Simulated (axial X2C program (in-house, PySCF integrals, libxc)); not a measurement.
## WN: properties at the nuclei

Computed with an axial X2C code built on PySCF integrals: two-component X2C with atomic mean-field Coulomb and Gaunt terms, Gaussian nuclei, basis W dyall-cv3z, N dyall-av3z with contracted cores.

R = 1.648 Å (near the PBE0 minimum at charge 0 of the determinant lowest at the starting distance; the state shown can have its own minimum elsewhere).

Determinant lowest in the PBE0 search, Ω = 3/2 (⟨Sz⟩ = 1.50, ⟨Lz⟩ = 0.00 at PBE0), spin on the atoms W 1.73, N -0.23:

```
level  Eeff magnitude (GV/cm)  Ws magnitude W (kHz)  A∥/gI W (MHz)  qzz W (a.u.)  A∥/gI N (MHz)  qzz N (a.u.)  μ (D)
 PBE0                    37.6                  23.7           4000         -1.14           14.4         -0.60  -4.22
   HF                    58.7                  36.7           2840         -1.08          -29.1         -0.76  -4.10
 BP86                    34.1                  21.5           4100         -1.80           19.2         -0.56  -3.81
  LDA                    34.1                  21.5           4270         -1.88           18.8         -0.57  -3.81
B3LYP                      36                  22.6           4120         -1.42           15.6         -0.60  -4.17
```

Determinant 0.49 eV from it at PBE0 and this distance, Ω = 3/2 (⟨Sz⟩ = -0.49, ⟨Lz⟩ = 1.99 at PBE0), spin on the atoms W -0.58, N 0.09:

```tsv
level	Eeff magnitude (GV/cm)	Ws magnitude W (kHz)	A∥/gI W (MHz)	qzz W (a.u.)	A∥/gI N (MHz)	qzz N (a.u.)	μ (D)
PBE0	4.93	3.61	829	-6.43	1.4	-0.73	-2.92
HF	107	73.5	-26.7	-4.84	22.8	-0.97	-2.83
BP86	2.48	1.92	874	-6.92	2.76	-0.68	-2.61
LDA	0.662	0.758	931	-6.78	3.47	-0.68	-2.67
B3LYP	3.17	2.46	873	-6.70	2.52	-0.73	-2.90
```

Eeff is the effective electric field on the electron electric dipole moment in this Ω state and Ws the scalar–pseudoscalar constant of the nucleus named (defined with the proton number Z and per Ω); A∥ (defined per Ω) follows by multiplying with gI = μI/(I μN); qzz is the electric field gradient, eQq0 = 234.96 MHz × Q/barn × qzz; μ is positive if the N end (last atom) is positive. The operators were transformed with the bare-nucleus X2C matrices; with these basis sets, hyperfine constants and field gradients can be off by tens of per cent, and where levels differ in sign neither size nor sign is settled.

Problem. With gI(183W) = 0.2356, Q(14N) = 0.02044 barn (g factors from the IAEA table of nuclear moments by Stone; Q from Pyykkö, Mol. Phys. 2018), turn the PBE0 values of the first state into constants in MHz.

Solution. A∥(183W) = 4000 × 0.2356 = 942 MHz; eQq0(14N) = 234.96 × (0.02044) × (-0.60) = -2.88 MHz.

Each state is one determinant with collinear spin, which with several unpaired electrons need not be a pure state. Unrestricted Hartree–Fock can overshoot spin polarisation at the nuclei. This is the top spin component of a Σ state; components of lower Ω are not single determinants and can lie lower. With several open shells hyperfine constants can be off by a factor of several. Where Eeff spreads by more than a factor of two the levels disagree and none is to be relied on. States lie within half an eV, so the first need not be the ground state. Further determinants of the search, some of them spin-mixed, are not shown. Where a field gradient or hyperfine factor spreads by more than a factor of two over the levels, a constant derived from it is not to be relied on. PBE0 term energies can be off by some tenths of an eV.
